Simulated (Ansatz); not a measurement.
Program: Ansatz. Geometries: PBE0-D4/def2-TZVP. ΔE: electronic, gas phase. CBS: MP2 limit from def2 TZ/QZ plus the TZ coupled-cluster correction, frozen cores. Functionals use def2-TZVPP. B3LYP here is the variant with VWN-RPA as its local correlation; programs differ in this. One conformer a species, not always the lowest.

`C[C](=N)[AlH2]` + `C=C(N)[SiH3]` → `C=C([SiH3])[NH][AlH2]` + `CC=N`  (ligand exchange at the Al–C bond)

`C[C](=N)[AlH2]`:

```xyz
10

C     0.411    0.866   -1.144
C    -0.339   -0.039   -0.215
N    -1.513   -0.408   -0.562
Al    0.372   -0.702    1.517
H     0.678    1.800   -0.639
H    -0.187    1.091   -2.030
H     1.355    0.404   -1.452
H    -1.937   -1.022    0.139
H    -0.647   -1.645    2.289
H     1.806   -0.345    2.097
```

`C=C(N)[SiH3]`:

Z-matrix (Å, degrees):
```
Si
C 1 1.873
H 1 1.491 2 109.5
H 1 1.487 2 111.1 3 118.3
H 1 1.483 2 109.2 3 -120.2
N 2 1.386 1 116.8 3 -53.8
C 2 1.339 1 119.2 3 130.9
H 6 1.007 2 116.5 1 34.0
H 6 1.009 2 115.9 1 169.6
H 7 1.081 2 120.9 1 -0.8
H 7 1.088 2 122.0 1 178.2
```

`C=C([SiH3])[NH][AlH2]`:

Z-matrix (Å, degrees):
```
Si
C 1 1.879
H 1 1.488 2 111.0
H 1 1.484 2 107.7 3 -120.0
H 1 1.488 2 111.0 3 120.0
N 2 1.392 1 119.7 3 -60.0
C 2 1.341 1 117.4 3 120.0
Al 6 1.787 2 132.1 1 -0.0
H 6 1.015 2 111.3 1 180.0
H 7 1.081 2 121.3 1 0.0
H 7 1.088 2 121.7 1 -180.0
H 8 1.580 6 115.3 2 -180.0
H 8 1.578 6 118.3 2 0.0
```

`CC=N`:

Cartesian coordinates in Å:
```
C 0.543 -0.561 -0.250
C -0.098 0.692 0.249
N -1.325 0.908 0.452
H 1.269 -0.932 0.479
H -0.196 -1.342 -0.443
H 1.098 -0.362 -1.172
H 0.588 1.518 0.462
H -1.879 0.079 0.224
```

**Question.** Is it downhill or uphill in electronic energy at CCSD(T)/CBS, and by how much? (Best estimate.)

**Answer.** The calculation gave: Downhill: ΔE = -1.18 eV.

**Question.** What do these levels give: r2SCAN-D4, B3LYP-D4, ωB97X-V, B2PLYP, r2SCAN, B3LYP, HF/def2-TZVPP, CCSD/def2-TZVPP, MP2/def2-QZVPP, HF/CBS(def2), MP2/CBS(def2), CCSD/CBS(def2)? (Best estimate.)

**Answer.** The calculation gave: r2SCAN-D4 -1.18, B3LYP-D4 -1.18, ωB97X-V -1.15, B2PLYP -1.18, r2SCAN -1.18, B3LYP -1.14, HF/def2-TZVPP -1.20, CCSD/def2-TZVPP -1.21, MP2/def2-QZVPP -1.21, HF/CBS(def2) -1.20, MP2/CBS(def2) -1.20, CCSD/CBS(def2) -1.19 eV.

Largest T1 diagnostic among the species: 0.013.

The D4 term adds −0.04 eV with B3LYP and −0.02 eV with PBE0; it sums over pairs of atoms, weighted by their polarisabilities, and B3LYP, whose exchange is more repulsive, gets the larger term. From PBE to PBE0 (25 % exact exchange), in def2-TZVPP and without D4, ΔE moves by −0.03 eV.
